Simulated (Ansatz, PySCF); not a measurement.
Breaking a bond: BH, singlet.

RHF/cc-pVTZ (PySCF); UHF/cc-pVTZ (PySCF); RKS-CAM-B3LYP = restricted CAM-B3LYP/cc-pVTZ (PySCF); UKS-CAM-B3LYP = PySCF 2.14.0 with unrestricted CAM-B3LYP/cc-pVTZ; RKS-r2SCAN = restricted r2SCAN/cc-pVTZ (PySCF); UKS-r2SCAN = unrestricted r2SCAN/cc-pVTZ in PySCF; UCCSD = CCSD on UHF/cc-pVTZ, frozen core (Ansatz, a program for electronic structure); UCCSD(T) = Ansatz with CCSD(T) on UHF/cc-pVTZ, frozen core; RKS-PBE = restricted PBE/cc-pVTZ (Ansatz); UKS-PBE = unrestricted PBE/cc-pVTZ run with Ansatz; FCI = full CI/cc-pVTZ, frozen core (Ansatz).

All curves are set to zero at 1.24 Å and compared with full CI in the same basis at 1.24, 1.26, 1.32, 1.37, 1.45, 1.55, 1.66, 1.86, 2.07, 2.22, 2.49, 2.74, 3.05, 3.36, 3.77, 4.41, 5.02 Å.

Question: Which method stays most parallel to full CI over these points, and which least?

Answer: UKS-PBE has the smallest spread and RHF the largest. In order (kJ/mol): UKS-PBE 11.57, UCCSD(T) 12.44, UCCSD 18.53, UKS-r2SCAN 22.94, UKS-CAM-B3LYP 26.09, UHF 114.22, RKS-PBE 120.47, RKS-r2SCAN 143.27, RKS-CAM-B3LYP 242.17, RHF 341.48.

Errors against full CI at some of the points (kJ/mol):

| method | 1.55 Å | 1.86 Å | 2.49 Å | 3.05 Å | 5.02 Å |
|---|---|---|---|---|---|
| UKS-PBE | -7.3 | -11.6 | -1.4 | -4.2 | -8.1 |
| UCCSD(T) | -0.1 | 0.2 | 9.0 | 10.1 | -0.5 |
| UCCSD | 1.0 | 3.1 | 15.9 | 9.8 | -2.7 |
| UKS-r2SCAN | 2.7 | 5.7 | 6.6 | -8.0 | -6.8 |
| UKS-CAM-B3LYP | 4.3 | 12.2 | 20.2 | 4.7 | -0.8 |
| UHF | 17.9 | 39.9 | -11.5 | -54.4 | -74.4 |
| RKS-PBE | -8.5 | -12.8 | -1.5 | 28.8 | 107.7 |
| RKS-r2SCAN | -3.3 | -3.2 | 15.5 | 51.3 | 139.5 |
| RKS-CAM-B3LYP | 4.0 | 11.9 | 46.8 | 98.7 | 242.2 |
| RHF | 11.9 | 29.5 | 82.4 | 149.6 | 341.5 |

The restricted form behind RHF, RKS-CAM-B3LYP, RKS-r2SCAN, RKS-PBE keeps the bonding electrons paired and can't separate into open-shell fragments. The unrestricted determinant behind UHF, UKS-r2SCAN, UCCSD, UCCSD(T) is spin-contaminated at 0.98 to 5.02 Å (<S²> up to 1.0, against 0.00 for a pure singlet). At the longest distance RKS-CAM-B3LYP, RKS-r2SCAN leaves fractional charges on the fragments, a sign of delocalisation error or of the restricted form. The unrestricted determinant behind UKS-CAM-B3LYP is spin-contaminated at 0.98 to 1.32, 2.22 to 5.02 Å (<S²> up to 1.0, against 0.00 for a pure singlet). The unrestricted determinant behind UKS-PBE is spin-contaminated at 0.98 to 1.45, 2.49 to 5.02 Å (<S²> up to 1.0, against 0.00 for a pure singlet).
